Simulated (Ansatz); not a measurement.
Mulliken charges of CH5NTe (`NC[TeH]`) from r2SCAN/def2-TZVPP in Ansatz (PBE0-D4/def2-TZVP geometry).

| atom | x (Å) | y (Å) | z (Å) | charge (e) |
| --- | --- | --- | --- | --- |
| N1 | -0.537 | 0.925 | -0.716 | -0.355 |
| C2 | 0.303 | 0.176 | 0.180 | -0.132 |
| Te3 | -0.923 | -1.336 | 1.134 | 0.017 |
| H4 | -0.797 | 0.378 | -1.526 | 0.154 |
| H5 | -0.082 | 1.774 | -1.027 | 0.139 |
| H6 | 0.675 | 0.833 | 0.964 | 0.107 |
| H7 | 1.148 | -0.357 | -0.269 | 0.105 |
| H8 | 0.305 | -2.450 | 1.204 | -0.036 |

By hand: the dipole of these point charges (1 e Å = 4.8032 D).

Σ q r = (0.183, 0.070, -0.097) e Å, of length 0.219 e Å = 1.05 D.

How does the dipole of the full density compare? (Best estimate.)

Ansatz gave: (0.340, 0.190, -0.301) e Å, 2.36 D; the point charges give 0.44 times that, at 13° from its direction.

Point charges leave out the atoms' own dipoles, such as those of lone pairs, and Mulliken's split depends on the basis, so the two needn't agree.
